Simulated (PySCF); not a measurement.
## C₆ coefficients of unlike pairs at B97-3

Calculated with PySCF 2.14 from the dipole response of each species, C₆(A,B) = (3/π) ∫ α_A(iu) α_B(iu) du, in atomic units, from isotropic polarisabilities. For ions this is the dispersion term alone; charge-induced terms of lower order in 1/R come first.

```
species       configuration                                      basis      relativity  α (bohr³)  C₆ (like pair)
     Xe           [Xe] (1S)  aug-cc-pVQZ-PP with ECP28MDF (7s7p5d3f2g)  core potential      27.78           292.6
    O³⁺   [He] 2s2 2p1 (2P)                    dyall-acv3z (15s9p4d2f)            none      1.348           1.256
     Ti   [Ar] 3d2 4s2 (3F)                   aug-cc-pVTZ (8s7p5d3f2g)            none      110.5            1304
     Zn  [Ar] 3d10 4s2 (1S)  aug-cc-pwCVDZ-PP with ECP10MDF (6s6p5d3f)  core potential      41.46           297.4
```

(1) Estimate C₆ for Zn with O³⁺.

No spin-orbit coupling is included.

The other pairs:

| pair | C₆ |
| --- | --- |
| O³⁺, Xe | 18.35 |
| Ti, Xe | 526.8 |
| Zn, Xe | 276.8 |
| Ti, O³⁺ | 29.13 |
| Zn, Ti | 607.6 |

Results:

(1) The integral gives 16.00. The combination rule 2 C_A C_B / (C_A α_B/α_A + C_B α_A/α_B) gives 15.47 and the geometric mean 19.33.
